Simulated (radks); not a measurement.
Charge is removed step by step from the 3p (averaged over the sub-levels emptied) level of V+, starting from [Ar] 3d4. All-electron calculation, Dirac Kohn-Sham, LDA (Slater exchange, Perdew-Wang correlation), spin-unpolarised, spherical densities, point nucleus; open shells are shared between the two j in proportion to 2j + 1. Program: a radial shooting solver on a logarithmic mesh with Libxc functionals.

removed (e)  E - E(0) (eV)  eigenvalue (eV)  E minus straight line (eV)
0                    0.000          -47.167                       0.000
0.125                5.997          -48.794                      -0.783
0.25                12.201          -50.494                      -1.358
0.375               18.623          -52.261                      -1.717
0.5                 25.269          -54.089                      -1.851
0.625               32.148          -55.973                      -1.752
0.75                39.265          -57.909                      -1.415
0.875               46.627          -59.893                      -0.833
1                   54.240          -61.921                       0.000

Removing the whole electron costs 54.240 eV by Delta-SCF, against 47.167 eV from minus the eigenvalue at the starting occupation. Slater's transition state (half an electron removed) gives 54.089 eV. Integrating minus the eigenvalue over the occupation (Janak's theorem) gives 54.240 eV. The mean slope of the eigenvalue, de/dn, is 14.8 eV per electron.
